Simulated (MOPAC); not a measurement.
A run for MOPAC: AM1 on BrH5Si (a complex), monomers drawn apart or pushed together.

```
AM1 1SCF PRECISE CHARGE=0 THREADS=1
BrH5Si

Si     0.21561361 1    -0.23727616 1     0.01070586 1
H      0.80358519 1    -1.54370942 1     0.37642308 1
H     -0.99321581 1    -0.00538389 1     0.84144561 1
H     -0.18081622 1    -0.23855966 1    -1.41453560 1
H      1.18768323 1     0.84669029 1     0.26766979 1
Br    -0.03838779 1    -0.04831663 1     3.97512435 1
H     -0.69991355 1     0.01103623 1     2.71173215 1
```

Program output:

```
*******************************************************************************
 **                                                                           **
 **                              MOPAC v23.2.5                                **
 **                                                                           **
 *******************************************************************************
 ** MOPAC's Digital Object Identifier: https://doi.org/10.5281/zenodo.6511958 **
 **                                                                           **
 ** Please cite the open-source release paper for use of this MOPAC version:  **
 ** J. E. Moussa and J. J. P. Stewart (2026)                                  **
 ** MOPAC: An open-source semiempirical molecular orbital program             **
 ** J. Open Source Softw., 11(119), 8025, https://doi.org/10.21105/joss.08025 **
 *******************************************************************************

                              AM1 CALCULATION RESULTS

 *******************************************************************************
 *  AM1        - The AM1 Hamiltonian to be used
 *
 *
 *
 *                 CHARGE ON SYSTEM = 0
 *
 *
 *
 *  PRECISE    - TIGHTER CRITERIA TO BE USED
 *  1SCF       - DO 1 SCF AND THEN STOP
 *  THREADS=1  - MULTI-THREADING NOT USED
 *  T=         - A TIME OF 172800.0 SECONDS REQUESTED
 *  DUMP=N     - RESTART FILE WRITTEN EVERY 7200.0 SECONDS REQUESTED
 *******************************************************************************
AM1 1SCF PRECISE CHARGE=0 THREADS=1
 BrH5Si

   ATOM   CHEMICAL          X               Y               Z
  NUMBER   SYMBOL      (ANGSTROMS)     (ANGSTROMS)     (ANGSTROMS)

     1      Si          0.21561361  *  -0.23727616  *   0.01070586  *
     2       H          0.80358519  *  -1.54370942  *   0.37642308  *
     3       H         -0.99321581  *  -0.00538389  *   0.84144561  *
     4       H         -0.18081622  *  -0.23855966  *  -1.41453560  *
     5       H          1.18768323  *   0.84669029  *   0.26766979  *
     6      Br         -0.03838779  *  -0.04831663  *   3.97512435  *
     7       H         -0.69991355  *   0.01103623  *   2.71173215  *



          CARTESIAN COORDINATES

    NO.       ATOM           X           Y           Z

     1        Si          0.2156     -0.2373      0.0107
     2         H          0.8036     -1.5437      0.3764
     3         H         -0.9932     -0.0054      0.8414
     4         H         -0.1808     -0.2386     -1.4145
     5         H          1.1877      0.8467      0.2677
     6        Br         -0.0384     -0.0483      3.9751
     7         H         -0.6999      0.0110      2.7117

  H: (AM1): M.J.S. DEWAR ET AL, J. AM. CHEM. SOC. 107 3902-3909 (1985)
 Si: (AM1): M.J.S.DEWAR, C. JIE, ORGANOMETALLICS, 6, 1486-1490 (1987).
 Br: (AM1): M.J.S. DEWAR AND E. G. ZOEBISCH, THEOCHEM, 180, 1 (1988).

           Empirical Formula: H5 Si Br  =     7 atoms



      MOLECULAR POINT GROUP   :   Cs


      RHF CALCULATION, NO. OF DOUBLY OCCUPIED LEVELS = 8


 -------------------------------------------------------------------------------
 AM1 1SCF PRECISE CHARGE=0 THREADS=1
 BrH5Si



     1SCF WAS SPECIFIED, SO BFGS WAS NOT USED
     SCF FIELD WAS ACHIEVED


                              AM1 CALCULATION
                                                       MOPAC v23.2.5 Linux




          FINAL HEAT OF FORMATION =         -5.45044 KCAL/MOL =     -22.80465 KJ/MOL


          COSMO AREA              =        124.60 SQUARE ANGSTROMS
          COSMO VOLUME            =        110.27 CUBIC ANGSTROMS

          IONIZATION POTENTIAL    =         11.375312 EV
          HOMO LUMO ENERGIES (EV) =        -11.375  1.013
          NO. OF FILLED LEVELS    =          8
          MOLECULAR WEIGHT        =        113.0290         POINT GROUP:  Cs

          MOLECULAR DIMENSIONS (Angstroms)

            Atom       Atom       Distance
           Br     6    H     4     5.39490
            H     2    H     5     2.42346
            H     3    H     5     2.02832


          SCF CALCULATIONS        =          1





   ATOM   CHEMICAL          X               Y               Z
  NUMBER   SYMBOL      (ANGSTROMS)     (ANGSTROMS)     (ANGSTROMS)

     1      Si          0.21561361  *  -0.23727616  *   0.01070586  *
     2       H          0.80358519  *  -1.54370942  *   0.37642308  *
     3       H         -0.99321581  *  -0.00538389  *   0.84144561  *
     4       H         -0.18081622  *  -0.23855966  *  -1.41453560  *
     5       H          1.18768323  *   0.84669029  *   0.26766979  *
     6      Br         -0.03838779  *  -0.04831663  *   3.97512435  *
     7       H         -0.69991355  *   0.01103623  *   2.71173215  *

                             CARTESIAN COORDINATES

   1   Si        0.215613610    -0.237276160     0.010705860
   2    H        0.803585190    -1.543709420     0.376423080
   3    H       -0.993215810    -0.005383890     0.841445610
   4    H       -0.180816220    -0.238559660    -1.414535600
   5    H        1.187683230     0.846690290     0.267669790
   6   Br       -0.038387790    -0.048316630     3.975124350
   7    H       -0.699913550     0.011036230     2.711732150


           Empirical Formula: H5 Si Br  =     7 atoms



      MOLECULAR POINT GROUP   :   Cs


                  EIGENVALUES
 -31.41210 -16.65143 -15.22533 -12.59414 -12.57458 -12.37827 -11.39889 -11.37531
   1.01262   1.25288   1.35655   1.40501   1.82820


              NET ATOMIC CHARGES AND DIPOLE CONTRIBUTIONS

  ATOM NO.   TYPE          CHARGE      No. of ELECS.   s-Pop       p-Pop
    1         Si           0.602396        3.3976     0.87320     2.52440
    2          H          -0.142239        1.1422     1.14224
    3          H          -0.169275        1.1693     1.16928
    4          H          -0.143502        1.1435     1.14350
    5          H          -0.142229        1.1422     1.14223
    6         Br          -0.102544        7.1025     1.96207     5.14048
    7          H           0.097393        0.9026     0.90261
 DIPOLE           X         Y         Z       TOTAL
 POINT-CHG.    -0.113    -0.013    -0.808     0.816
 HYBRID        -0.427     0.045    -0.658     0.786
 SUM           -0.540     0.032    -1.466     1.563


          ATOMIC ORBITAL ELECTRON POPULATIONS

     Atom    s        px        py        pz
    1 Si   0.87320   0.82904   0.84968   0.84568
    2  H   1.14224
    3  H   1.16928
    4  H   1.14350
    5  H   1.14223
    6 Br   1.96207   1.81218   1.99843   1.32986
    7  H   0.90261

 **********************
 *                    *
 * JOB ENDED NORMALLY *
 *                    *
 **********************




 == MOPAC DONE ==
```

The run finished.

Cost: around 0.03 core-seconds (rough).
